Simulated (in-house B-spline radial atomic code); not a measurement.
Tl²⁺. Computed with a B-spline radial atomic code. Model: non-relativistic spherical atom: semilocal Troullier-Martins pseudo-atom, one channel per l, against all electrons, high spin, G0W0 and RPA with empty states to l = 8, local potential for every l without a channel, a model core (radius 0 = none) keeps its share of the functional.

The core holds an angular momentum without a channel of its own, so the local potential lets valence electrons into it.

Without relativity these are model numbers for so heavy an element.

What the tables leave out is listed at the end.

The pseudopotential gives back the lowest level of each angular momentum of its own functional in the configuration it was made in; a second state of the same l is only approximately right. Exact exchange, RPA and GW see the smooth pseudo-orbitals and miss the exchange with the core, for which the functional's share stands in. The column with an uncorrelated core keeps all orbitals and exact exchange, and so separates missing core correlation from pseudisation. Only the three outermost levels and the lowest empty one were computed. RPA here is direct RPA, with no exchange kernel, and its energies carry an (l + 1/2)⁻⁴ tail. A hybrid on a potential with a model core restores only its own semilocal share of the core's exchange.

Command:
```bash
python run_psgw.py task.json out
```
Settings (lengths in bohr, energies in hartree):
```
Z                      81
electrons              79
configuration          [Xe] 4f14 5d10 6s1
generated_in           [Xe] 4f14 5d10 6s2 6p1
functional             lda,vwn
core_shells            11
radius_factor          1.3
core_correction        True
ion_configuration      [Xe] 4f14 5d10
```

Cost of the run: 55 s on 1 thread of Intel(R) Xeon(R) Platinum 8375C CPU @ 2.90GHz (Ice Lake) (shared host).

Given: made with LDA VWN5; model core radius 0.747 bohr; local radius 1.494 bohr; mean-field start LDA VWN5.

Valence shells of the generating configuration: 5p, 5d, 6s, 6p.

Channel: s 3.037, p 1.222, d 1.432 (radii in bohr).

Computed: largest level miss in the spin-unpolarised generating configuration 0.056 eV; valence RPA correlation energy all-electron orbitals -0.9704 hartree; all-electron RPA polarisability, core included 13.595 bohr³; ionisation by mean-field all-electron 26.853 eV; ionisation by mean-field pseudo minus all 0.101 eV; ionisation by RPA all-electron 26.553 eV; ionisation by RPA pseudo minus all 1.941 eV.

```
          level  occupied  mean-field all-electron (eV)  mean-field pseudo minus all (eV)  G0W0 all-electron (eV)  G0W0 uncorrelated core minus all (eV)  G0W0 pseudo minus all (eV)  exchange self-energy all-electron (eV)  exchange self-energy pseudo (eV)
          6s up         1                       -22.752                            -0.048                 -26.758                                  0.046                      -1.716                                 -14.494                           -15.667
        5d down         1                       -35.077                            -0.023                 -42.227                                   0.13                       0.762                                 -39.055                           -30.707
6s down (empty)         0                       -21.875                            -0.086                 -17.919                                  0.044                      -1.693                                  -4.758                           -5.9671
```

Q: What is the valence RPA correlation energy pseudo?

A: -1.1943 hartree.

Q: What is the pseudo-atom RPA polarisability?

A: 13.45 bohr³.

Given: mean-field start PBE0.

Computed: valence RPA correlation energy all-electron orbitals -0.92244 hartree; all-electron RPA polarisability, core included 12.563 bohr³; pseudo-atom RPA polarisability 11.316 bohr³; ionisation by mean-field all-electron 26.099 eV; ionisation by mean-field pseudo minus all 0.911 eV; ionisation by RPA pseudo minus all 2.142 eV.

```csv
level,occupied,mean-field all-electron (eV),mean-field pseudo minus all (eV),G0W0 all-electron (eV),G0W0 uncorrelated core minus all (eV),G0W0 pseudo minus all (eV),exchange self-energy all-electron (eV),exchange self-energy pseudo (eV)
6s up,1,-23.11,-0.777,-26.55,0.047,-1.934,-14.164,-16.397
5d down,?,?,?,?,?,?,?,?
5d up,1,-37.336,0.361,-42.556,0.112,0.887,-39.237,-31.195
6s down (empty),0,-20.021,-0.747,-17.698,0.045,-1.627,-4.3813,-6.2153
```

Q: What belongs in the row 5d down?

A: occupied: 1; mean-field all-electron (eV): -37.084; mean-field pseudo minus all (eV): 0.491; G0W0 all-electron (eV): -42.333; G0W0 uncorrelated core minus all (eV): 0.135; G0W0 pseudo minus all (eV): 1.307; exchange self-energy all-electron (eV): -39.22; exchange self-energy pseudo (eV): -30.712.

Q: What is the valence RPA correlation energy pseudo?

A: -1.1396 hartree.

Q: What is the ionisation by RPA all-electron?

A: 26.414 eV.

Among the listed levels the largest G0W0 shift of the pseudo-atom is -1.93 eV, for 6s up on the PBE0 start, while leaving the core uncorrelated moves that level by +0.05 eV. So pseudisation and the lost core exchange, not the missing core correlation, make the error. Not in the tables (levels of low weight, unsolved or above zero; the highest and the empty levels are kept at any weight): on LDA the G0W0 levels 5d up (pseudo minus all +0.67 eV, weights 0.70 and 0.85); no Hartree-Fock pseudo-atom is run with a model core.
